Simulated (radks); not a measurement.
Problem. Species: the tantalum ion Ta+. Configuration: [Xe] 4f14 5d4 (not the ground configuration). All-electron calculation, scalar-relativistic Kohn-Sham, PBE, spin-polarised, spherical densities, finite nucleus; open shells are filled with parallel spins first (spin-orbit coupling, left out, can overturn this in heavy ions); Fermi nuclear charge, rms radius 5.3658 fm. Program: a radial shooting solver on a logarithmic mesh with Libxc functionals. Some entries of the table are withheld. Estimate them.

orbital,occ.,eigenvalue (hartree),<r^2> (bohr^2)
1s down,1,-2475.111,0.0004788
1s up,1,-2475.110,0.0004788
2s up,1,-425.4136,0.007376
2s down,1,-425.4088,0.007376
2p up,3,-372.9111,0.006083
2p down,3,-372.9073,0.006083
3s up,1,-97.58478,0.04796
3s down,1,-97.58407,0.04796
3p up,3,-81.96172,0.04865
3p down,3,-81.96080,0.04865
3d up,5,-63.70919,0.04038
3d down,5,-63.70650,0.04038
4s up,1,-20.02937,0.2376
4s down,1,-20.02604,0.2376
4p up,3,-14.90256,0.2706
4p down,3,-14.89958,0.2705
4d up,5,-8.33378,0.3173
4d down,5,-8.33009,0.3171
5s up,1,-2.87249,1.379
5s down,1,-2.82270,1.357
5p up,3,(1),1.944
5p down,3,(2),1.902
4f up,7,-1.07974,(3)
4f down,7,-1.06836,(4)
5d up,4,(5),5.657
5d down,0,(6),5.836

Solution. 
(1) 5p up eigenvalue (hartree): -1.65507
(2) 5p down eigenvalue (hartree): -1.58465
(3) 4f up <r^2> (bohr^2): 0.5302
(4) 4f down <r^2> (bohr^2): 0.5163
(5) 5d up eigenvalue (hartree): -0.36344
(6) 5d down eigenvalue (hartree): -0.26698
